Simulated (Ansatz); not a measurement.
```yaml
crystal:
  periodic: [false, false, false]
  atoms:
    - {symbol: Ge, position_ang: [-0.772262, 0.954903, 0.776653]}
    - {symbol: Ge, position_ang: [-0.077332, -1.416956, 0.092215]}
    - {symbol: Se, position_ang: [0.883761, 0.497846, -0.896018]}
basis:
  gaussian: {orbitals: STO-3G}
total_charge: 1
magnetization: {spin_polarized: true, initial_magnetization: 1}
hamiltonian: {xc: {name: r2SCAN0}, dispersion: d3bj}
scf: {omitted_lower_state_checks: [starts]}
output: {forces: true}
```

```sh
$ ansatz run in.yaml --threads 4 --pin off --events-out ev --progress --plain --max-ram 3916MiB
```

Output, abridged:

```
Warning: the engine holds no damping parameters fitted to this dispersion correction and functional, so the run takes those fitted to r2scan0 beside the three-body term, which d3bj leaves out (hamiltonian.dispersion, under Limitations)
Functional definition: r2SCAN0
527 factors; integrals over basis functions are off by at most 2.2e-5 eV
mean field evaluation 1: about -176356.0682 eV, gradient 1.9e1 eV
mean field evaluation 2: about -176329.3361 eV, gradient 5.4e1 eV
mean field evaluation 4: about -176360.4470 eV, gradient 1.0e0 eV
mean field evaluation 8: about -176360.4490 eV, gradient 6.6e-2 eV
mean field evaluation 16: about -176360.4493 eV, gradient 2.5e-4 eV
mean field -176360.44925941 eV, -6481.1269688774 hartree, gradient 8.2e-5 eV, S^2 0.766802; 0 other end points of the search recorded, 0 dependent functions left out
reference -176360.44926339 eV, -6481.1269690235 hartree; 49, 48 occupied and 5, 6 virtual orbitals, 527 factors
Total energy: -176360.48914397 eV, -6481.1284346080 hartree
Atom 0 at    -0.772262     0.954903     0.776653 Å, force     1.404603    -1.316253    -1.411279 eV/Å
Atom 1 at    -0.077332    -1.416956     0.092215 Å, force     0.284715     2.167259    -0.305583 eV/Å
Atom 2 at     0.883761     0.497846    -0.896018 Å, force    -1.689318    -0.851006     1.716862 eV/Å
Dipole moment:    -0.289433    -0.149097     0.294179 e Å
Checks for a lower state left out: starts
```

It took 2.3 s on 4 threads of Arm Neoverse V1 on a shared host.

The dipole of an ion depends on the origin.
